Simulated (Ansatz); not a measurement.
C2H8BClSi, SMILES `BCC[SiH2]Cl`. Charge 0, multiplicity 1. The geometry is a stationary point of PBE0-D4/def2-TZVP. It is one conformer, not always the lowest.

```xyz
13

B    -0.215    2.268    0.168
C    -0.109    0.827   -0.390
C    -0.232   -0.343    0.588
Si    0.179   -2.004   -0.149
Cl    2.119   -1.965   -0.857
H    -0.098    2.492    1.340
H    -0.354    3.191   -0.584
H    -0.751    0.690   -1.269
H     0.908    0.842   -0.831
H     0.412   -0.182    1.459
H    -1.254   -0.406    0.981
H    -0.697   -2.314   -1.307
H     0.094   -3.097    0.851
```

Q: What is the dipole moment at r2SCAN/def2-TZVPP? (An estimate is asked.)

A: Ansatz gave: 1.47 D, with components (-1.34, 0.31, 0.50) D in this frame, pointing from negative to positive charge.

Q: And with PBE, B3LYP, ωB97M-V? (An estimate is asked.)

A: Ansatz gave: PBE 1.38 D, B3LYP 1.49 D, ωB97M-V 1.48 D.

Q: Give the Mulliken charges with r2SCAN, B3LYP, ωB97M-V in def2-TZVPP. (Estimate.)

A: The calculation gave: 
```tsv
atom	r2SCAN	B3LYP	ωB97M-V
B1	-0.01	-0.09	-0.17
C2	-0.11	-0.15	-0.21
C3	-0.17	-0.20	-0.30
Si4	0.47	0.45	0.36
Cl5	-0.28	-0.27	-0.24
H6	0.00	0.03	0.07
H7	0.00	0.04	0.08
H8	0.07	0.10	0.13
H9	0.06	0.08	0.11
H10	0.06	0.09	0.12
H11	0.06	0.08	0.11
H12	-0.08	-0.07	-0.03
H13	-0.08	-0.07	-0.03
```

B3LYP here is the variant with VWN-RPA as its local correlation; programs differ in this.
